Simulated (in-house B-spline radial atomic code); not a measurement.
Ionising the molybdenum ion Mo⁶⁺ with different functionals

Computed with a radial B-spline atomic code at the basis-set limit: scalar-relativistic (spin-free X2C) Hamiltonian, Fermi nucleus of rms radius 4.4091 fm, spin-polarised at highest spin, spherical fractional occupations for the functionals, the average over the highest-spin determinants for Hartree-Fock. The ionisation energy is the difference of two self-consistent energies, [Ar] 3d10 4s2 4p6 → [Ar] 3d10 4s2 4p5, without Breit or QED terms; ε is the level of the shell that loses the electron (its least bound occupied spin orbital). There is no spin-orbit coupling in this Hamiltonian.

Hybrids are left out here: with spherical fractional occupations of an open shell their exact exchange keeps a self-interaction that integer-occupation calculations don't have.

| method | rung | ΔSCF (eV) | -ε(4p) (eV) |
| --- | --- | --- | --- |
| Hartree-Fock | Hartree-Fock | 125.44 | 126.16 |
| LDA VWN5 | LDA | 126.43 | 117.27 |
| LDA PW92 | LDA | 126.42 | 117.26 |
| LDA exchange-only | LDA | 124.50 | 115.41 |
| PBE | GGA | 126.23 | 117.14 |
| PBEsol | GGA | 126.22 | 117.11 |
| BLYP | GGA | 126.02 | 116.91 |
| RPBE | GGA | 126.20 | 117.12 |
| PW91 | GGA | 126.34 | 117.23 |
| BP86 | GGA | 126.36 | 117.24 |
| AM05 | GGA | 126.24 | 117.12 |
| OLYP | GGA | 126.56 | 117.51 |
| TPSS | meta-GGA | 126.48 | 117.44 |
| SCAN | meta-GGA | 126.99 | 118.06 |
| r2SCAN | meta-GGA | 126.94 | 117.99 |
| revTPSS | meta-GGA | 126.50 | 117.47 |

Q: How do they compare with the NIST value?

A: NIST lists 125.64 eV ± 0.025 (semi-empirical, ground level to ground level). Errors run from -1.14 to +1.35 eV; Hartree-Fock is closest (-0.19 eV), but part of that can be cancellation, since the calculations leave out spin-orbit coupling, Breit-QED terms, multiplet and fine-structure energies. Hartree-Fock also lacks correlation.
